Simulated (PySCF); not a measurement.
# Dipole response of Nd⁴⁴⁺ (neodymium, charge +44)

[Ne] 3s2 3p4, high-spin 3P determinant. Calculation: PySCF 2.14, in an even-tempered Gaussian basis (18 s from 8.4 bohr⁻², ratio 2.5; 12 p from 11 bohr⁻², ratio 2.5; 4 d from 48 bohr⁻², ratio 2.7; 4 f from 71 bohr⁻², ratio 2.7); the spin-free X2C one-electron Hamiltonian (Gaussian nucleus). Coupled (time-dependent) response in atomic units; α is the mean over directions.

| method | mean α (bohr³) | α xx, yy, zz | C₆ (like pair) | S(−4) |
| --- | --- | --- | --- | --- |
| UHF | 0.004924 | 0.006085, 0.002602, 0.006085 | 0.0002751 | 3.939e-05 |
| PBE0 | 0.004896 | 0.006028, 0.002631, 0.006028 | 0.0002724 | 3.964e-05 |

S(−4) is the Cauchy moment in α(ω) = α(0) + S(−4) ω² + …

Spin-orbit coupling is absent.

α(iu) at UHF:

```csv
u (hartree),α(iu) (bohr³)
0,0.004924
2.00,0.004773
4.00,0.004395
8.00,0.003465
12.0,0.002702
16.0,0.002150
20.0,0.001753
30.0,0.001164
40.0,0.0008651
60.0,0.0005808
100,0.0003646
```

A single London oscillator, α(iu) = α/(1 + u²/ω²), gives C₆ = (3/4) ω α². Matching the computed C₆ needs ω = 4 × 0.0002751 / (3 × 0.004924²) = 15.1 hartree.

For an ion, C₆ is the dispersion term alone; charge-induced terms of lower order in 1/R come first.

The components differ because the open shell of this determinant is not spherical; for a pure term their mean is the scalar polarisability.

Spin-orbit coupling is strong in this species (close to jj coupling), so the high-spin LS determinant is a model state, not a physical level.
